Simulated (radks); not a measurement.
The numbers below are computed, except where a source is named.
Q: Ionisation of the argon ion Ar2+, [Ne] 3s2 3p4, to Ar3+, [Ne] 3s2 3p3, under several functionals. Scalar-relativistic Kohn-Sham, spin-polarised, spherical densities, point nucleus; open shells are filled with parallel spins first; a radial shooting solver on a logarithmic mesh with Libxc functionals. Known Delta-SCF values: BLYP 40.537 eV; AM05 40.487 eV; LDA (Slater exchange, Perdew-Zunger correlation) 40.907 eV. What does HCTH/407 give, and what is its highest occupied eigenvalue?

A: 40.503 eV by Delta-SCF; the 3p eigenvalue is -34.083 eV. NIST: 40.74 eV (semi-empirical).
